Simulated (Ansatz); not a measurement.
System: CH₄FSi (charge 0, doublet). It need not be the lowest isomer of its formula. 
Geometry from a B3LYP-D3(BJ)/def2-TZVP (Ansatz, a quantum-chemistry and plane-wave program) optimisation:
```
C
H 1 1.0905
H 1 1.0920 2 108.41
H 1 1.0939 2 108.45 3 117.59
Si 1 1.8716 2 111.59 3 -121.26
F 5 1.6164 1 108.46 2 -63.91
H 5 1.4917 6 106.54 1 120.11
```
Charge 0, spin multiplicity 2.

Parts of the frozen-core correlation energy in cc-pVTZ (Ansatz, hartree). Frozen orbitals: 7; correlated occupied orbitals by spin: 10 and 9; virtual: 133 and 134. Open shells are spin-unrestricted. Spin-orbit coupling is left out. Non-relativistic.

```json
[
 {"term": "reference (HF)", "value": "-428.66512"},
 {"term": "MP2 opposite-spin", "value": "-0.40889"},
 {"term": "MP2 same-spin", "value": "-0.12409"},
 {"term": "CCSD correlation", "value": "-0.55989"},
 {"term": "(T)", "value": "-0.01811"},
 {"term": "T1 diagnostic", "value": "0.013"},
 {"term": "largest doubles amplitude", "value": "0.022"},
 {"term": "<S^2> of the reference", "value": "0.753"}
]
```
